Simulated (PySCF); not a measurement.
Species: C7H12.
Numbering: `[CH2:1]=[CH:2]/[CH:3]=[CH:4]/[CH2:5][CH2:6][CH3:7]` (hydrogens: H8, H9 on C1; H10 on C2; H11 on C3; H12 on C4; H13, H14 on C5; H15, H16 on C6; H17, H18, H19 on C7)

Structure used (GFN2-xTB), in Å, numbered top down from 1:
```xyz
19
C7H12 angstrom
C      3.199    1.606    0.311
C      2.315    0.994   -0.471
C      1.303    0.086    0.018
C      0.414   -0.525   -0.762
C     -0.646   -1.460   -0.282
C     -2.048   -0.961   -0.652
C     -2.385    0.347    0.052
H      3.940    2.280   -0.082
H      3.210    1.450    1.377
H      2.323    1.166   -1.540
H      1.295   -0.088    1.087
H      0.424   -0.345   -1.830
H     -0.575   -1.581    0.800
H     -0.491   -2.440   -0.745
H     -2.782   -1.723   -0.379
H     -2.104   -0.818   -1.734
H     -3.373    0.695   -0.239
H     -1.657    1.114   -0.205
H     -2.372    0.213    1.131
```

Method used: PySCF, TDDFT B3LYP/def2-SVPD, vertical, gas phase, core orbitals frozen in the response.

Transition dipole moments from the ground state, in atomic units and in the frame of the coordinates above (overall signs are arbitrary), for the states with f of 0.002 or more among the lowest 7:

```
state  E (eV)      μx      μy      μz
   S1   5.605   1.966   1.301   0.614
   S2   6.203  -0.164  -0.059  -0.075
   S3   6.269   0.108   0.001   0.050
   S4   6.500   0.053  -0.240  -0.096
   S5   6.709  -0.003  -0.114  -0.062
   S6   6.919  -0.044   0.163   0.033
   S7   7.098  -0.125   0.021  -0.013
```

What oscillator strength does each state have?

f = (2/3) ΔE |μ|² with ΔE in hartree (27.2114 eV).

```tsv
state	|μ|² (au)	|μ| (D)	f
S1	5.934	6.19	0.815
S2	0.036	0.48	0.005
S3	0.014	0.30	0.002
S4	0.070	0.67	0.011
S5	0.017	0.33	0.003
S6	0.030	0.44	0.005
S7	0.016	0.32	0.003
```

Which bond between heavy atoms lies closest to the direction of the S1 transition dipole?

C3–C4 and C1–C2, at 21° from it; next C4–C5 at 34°.

What angle do the transition dipoles of S1 and S4 make?

|cos θ| = |μa·μb| / (|μa| |μb|) = 0.41, so θ ≈ 66° (taken between 0 and 90°, since the signs are arbitrary).

What peak molar absorption coefficient would the strongest computed level give as a lone Gaussian band 0.3 eV wide at half height?

ε(max) = 2.175×10⁸ f / FWHM, with the width in cm⁻¹. S1: 2.175×10⁸ × 0.8149 / 2420 ≈ 73000 L mol⁻¹ cm⁻¹.

Hardware: an Intel Xeon 6975P-C with one thread, shared host with 192 logical CPUs at a one-minute load of 102. Cost: 36 s wall, 1.0 GiB resident at most.

One conformer stands for the species.
